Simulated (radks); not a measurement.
I13+, configuration [Kr] 4d4. All-electron calculation, scalar-relativistic Kohn-Sham, SCAN, spin-polarised, spherical densities, finite nucleus; open shells are filled with parallel spins first (spin-orbit coupling, left out, can overturn this in heavy ions); meta-GGA in the generalised Kohn-Sham scheme; Fermi nuclear charge, rms radius 4.75 fm. Program: a radial shooting solver on a logarithmic mesh with Libxc functionals.

Normalised radial functions P(r) = r R(r), r in bohr:

```
   r/bohr * 3d up, o 4s up, + 4p up (the largest magnitude, 1.91, reaches the edge; | marks zero, & curves that meet)
 0.002015                             & o
 0.002582                             & o
 0.003336                             &  o
 0.004274                             &  o
 0.005521                             &   o
 0.007075                             *+  o
 0.009067                             *+  o
  0.01171                             *+   o
  0.01501                             * +  o
  0.01923                             *  +o
  0.02484                             |* o+
  0.03184                             |&   +
   0.0408                           o | *   +
   0.0527                        o    |   *  +
  0.06753                      o      |      &
  0.08724                      o      |    +     *
   0.1118                         o   |+              *
   0.1433                         +   | o                  *
   0.1851                    +        |       o                 *
   0.2371                  +          |           o              *
   0.3039                      +      |       o                *
   0.3925                          o  | +               *
    0.503               o             |          * +
   0.6446         o                   |    *             +
   0.8327            o                | *              +
    1.067                   o         *          +
    1.378                          o  *   +
    1.766                            o*+
    2.263                             &
```

3d up: eigenvalue -886.59 eV, 0 radial nodes, <r> = 0.287 bohr, 90 % of the charge inside 0.450 bohr. 4s up: eigenvalue -439.86 eV, 3 radial nodes at r = 0.0339, 0.135, 0.369 bohr, <r> = 0.707 bohr, 90 % of the charge inside 1.01 bohr. 4p up: eigenvalue -382.10 eV, 2 radial nodes at r = 0.120, 0.371 bohr, <r> = 0.740 bohr, 90 % of the charge inside 1.06 bohr.
